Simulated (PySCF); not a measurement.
BF2Br, SMILES FB(F)Br. Atoms are numbered in the order given.

```xyz
4

B      0.0000     0.0000    -0.9415
F      0.0000    -1.1290    -1.6050
F      0.0000     1.1290    -1.6050
Br     0.0000     0.0000     0.9599
```

Geometry optimised at PBE0-D3(BJ)/def2-SVP.

Method: M06-2X/def2-TZVPD (PySCF).

Symmetry labels are those of the subgroup C2v that the program uses (full group C2v).

Q: List the valence orbital energies around the gap with their symmetry. (The exact figures need the calculation; the answer reports its results.)

A: 
| orbital | symmetry | energy (eV) |
|---|---|---|
| HOMO−7 | B2 | -18.08 |
| HOMO−6 | A1 | -16.91 |
| HOMO−5 | B1 | -16.89 |
| HOMO−4 | A2 | -15.31 |
| HOMO−3 | B2 | -15.05 |
| HOMO−2 | A1 | -12.77 |
| HOMO−1 | B1 | -10.67 |
| HOMO | B2 | -10.39 |
| LUMO | A1 | -0.15 |
| LUMO+1 | B1 | 0.44 |
| LUMO+2 | A1 | 0.67 |
| LUMO+3 | B1 | 0.83 |
